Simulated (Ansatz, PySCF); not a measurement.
Cl2Ge (SMILES [Cl][Ge][Cl]), singlet, at a GFN2-xTB geometry. Base run: CASSCF(2,4)/cc-pVDZ (PySCF).

PySCF was given this input:
```python
from pyscf import gto, scf, mcscf
import numpy

mol = gto.M(
    atom='''
Ge    0.03708706   -0.04229772    0.71659349
Cl    1.00471861    1.32222639   -0.65255028
Cl   -1.07452955   -1.24260715   -0.69633159
''',
    basis='cc-pvdz',
    verbose=4,
)

mf = scf.RHF(mol)
mf.kernel()
mc = mcscf.CASSCF(mf, 4, 2)
mc.fix_spin_(ss=0.0)
mc.kernel()
occ = numpy.linalg.eigvalsh(mc.fcisolver.make_rdm1(mc.ci, mc.ncas, mc.nelecas))[::-1]
ss = mc.fcisolver.spin_square(mc.ci, mc.ncas, mc.nelecas)[0]
print('natural occupations', occ.round(4), ' <S^2>', round(ss, 4))
```

Programs used: Ansatz (a program for electronic structure), PySCF; a row that names a program was run with it.

The base run was repeated with changes; each row names its change, and settings that it needs were set with it.

| change | ΔE vs base (kcal/mol) | natural occupations | <S^2> of the state | outcome |
|---|---|---|---|---|
| base | 0.000 | 1.92 0.05 0.02 0.01 | 0.00 | converged |
| conv_tol = 1e-5 | 0.000 | 1.92 0.05 0.02 0.01 | 0.00 | converged |
| code = ansatz; correction = SC-NEVPT2, all electrons | -217.6 | - | - | converged |
| orbitals = fixed (CASCI) | 14.41 | 1.98 0.01 0.01 0.00 | 0.00 | converged |
| start = MP2 natural orbitals | 0.000 | 1.92 0.05 0.02 0.01 | 0.00 | converged |
| solver = newton | 0.000 | 1.92 0.05 0.02 0.01 | 0.00 | converged |
| active space = 6 electrons, 6 orbitals | - | - | - | not converged |
| code = ansatz | 0.007 | - | - | converged |
| fix_spin_ = off | 0.000 | 1.92 0.05 0.02 0.01 | 0.00 | converged |
| active space = 6 electrons, 7 orbitals | - | - | - | not converged |
| active space = 8 electrons, 8 orbitals | -20.67 | 2.00 1.98 1.97 1.94 0.06 0.03 0.01 0.01 | 0.00 | converged |

Active orbitals are taken around the Fermi level unless the row says otherwise; CASSCF can end in different local minima, and two programs can end on different orbitals. State-averaged rows give the lowest state.
